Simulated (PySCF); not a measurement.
Be(Br)(OH) (BeBrHO), SMILES [Br][Be][OH].

Geometry optimised at PBE0-D3(BJ)/def2-TZVP. Other conformers were not sampled.

Two levels are set side by side: PBE/def2-TZVPD (PySCF) and PBE0/def2-TZVPD (PySCF). Same geometry, gas phase. Differences are taken from unrounded values.

| quantity | PBE0 | PBE | PBE minus PBE0 |
|---|---|---|---|
| orbital gap (eV) | 7.99 | 6.03 | -1.96 |
| highest occupied level (eV) | -8.65 | -7.34 | 1.31 |
| lowest empty level (eV) | -0.66 | -1.31 | -0.65 |
| dipole moment (D) | 1.86 | 1.81 | -0.05 |
| mean polarisability (bohr³) | 40.1 | 42.5 | 2.4 |

Without exact exchange PBE keeps part of each electron's self-repulsion, which lifts occupied levels and narrows the gap. PBE's more diffuse valence density responds more strongly to a field. Differences between two approximate levels are no errors against the true value.

Rough cost on one machine, each run with all the roots and properties that it gave: PBE0 against PBE within a factor of 2.
